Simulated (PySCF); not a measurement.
C4H6OSe, SMILES C1[C@@H](C(=O)C1)[SeH]. Geometry optimised at PBE-D3(BJ)/def2-SVP. The structure was generated by enumeration; whether it is a known compound was not checked. Other conformers were not sampled.

Computed equilibrium geometry at PBE-D3(BJ)/def2-SVP (PySCF confirms it by a frequency run) as Cartesian coordinates in Å (one conformer of several):
```xyz
12

O     -0.6006     2.3662     0.0109
C     -0.9434     1.2090    -0.0079
C     -2.0815     0.4066     0.6439
C     -1.6711    -0.8068    -0.2406
C     -0.4247    -0.0321    -0.7589
Se     1.2580    -0.6660     0.0743
H     -1.9273     0.2662     1.7336
H     -3.0932     0.8337     0.4899
H     -2.3917    -1.0214    -1.0532
H     -1.4621    -1.7486     0.3012
H     -0.2866     0.0648    -1.8543
H      1.9188     0.6604    -0.0492
```
Charge 0, spin multiplicity 1.
